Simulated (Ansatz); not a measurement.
Total energies of CHCl2NOSi (`O=C=N[SiH](Cl)Cl`).

Cartesian coordinates in Å:
```
O -0.719 0.306 2.890
C -0.582 0.325 1.740
N -0.483 0.385 0.546
Si 0.183 -0.050 -0.945
Cl 2.175 0.358 -0.952
Cl -0.097 -2.038 -1.268
H -0.475 0.714 -2.010
```

Charge 0, multiplicity 1. All single points use the PBE0-D4/def2-TZVP geometry. It is one conformer, not always the lowest. Basis def2-TZVPP, Ansatz.

RPA on PBE orbitals: Hartree–Fock energy of these orbitals -1375.89337 Eh, correlation -1.65251 Eh (frozen core).

```json
{"functional": "LDA (SPW92)", "energy without D4 (Eh)": "-1373.40358", "D4 term (kJ/mol)": "–"}
{"functional": "PBE", "energy without D4 (Eh)": "-1378.13390", "D4 term (kJ/mol)": "-22.8"}
{"functional": "revPBE", "energy without D4 (Eh)": "-1378.56086", "D4 term (kJ/mol)": "-62.1"}
{"functional": "BLYP", "energy without D4 (Eh)": "-1378.80410", "D4 term (kJ/mol)": "-49.3"}
{"functional": "PBE0", "energy without D4 (Eh)": "-1378.23022", "D4 term (kJ/mol)": "-19.5"}
{"functional": "B3LYP", "energy without D4 (Eh)": "-1378.88621", "D4 term (kJ/mol)": "-37.1"}
{"functional": "r2SCANh", "energy without D4 (Eh)": "-1378.65680", "D4 term (kJ/mol)": "-6.0"}
{"functional": "HSE06 (plane-wave form)", "energy without D4 (Eh)": "-1378.20091", "D4 term (kJ/mol)": "-18.4"}
{"functional": "BHLYP", "energy without D4 (Eh)": "-1378.75058", "D4 term (kJ/mol)": "-30.3"}
{"functional": "CAM-B3LYP", "energy without D4 (Eh)": "-1378.80826", "D4 term (kJ/mol)": "-20.1"}
{"functional": "LC-ωPBE", "energy without D4 (Eh)": "-1378.38018", "D4 term (kJ/mol)": "–"}
{"functional": "ωB97X-V", "energy without D4 (Eh)": "-1378.60180", "D4 term (kJ/mol)": "–"}
{"functional": "ωB97M-V", "energy without D4 (Eh)": "-1378.73751", "D4 term (kJ/mol)": "–"}
{"functional": "B2PLYP", "energy without D4 (Eh)": "-1378.34853", "D4 term (kJ/mol)": "–"}
```

Problem. Give the same for r2SCAN, B97M-V, r2SCAN0, PBE-QIDH. (Best estimate.)

Solution. Ansatz gave: 
| functional | energy without D4 (Eh) | D4 term (kJ/mol) |
| --- | --- | --- |
| r2SCAN | -1378.67338 | -5.5 |
| B97M-V | -1378.50259 | – |
| r2SCAN0 | -1378.63336 | -6.6 |
| PBE-QIDH | -1377.95342 | – |

B3LYP takes the VWN-RPA correlation (the form of Gaussian; ORCA's B3LYP/G). HSE06 is the plane-wave form, built on full-range PBE exchange. The double hybrids freeze the cores in their second-order part.

LC-ωPBE has ω = 0.4 bohr⁻¹.
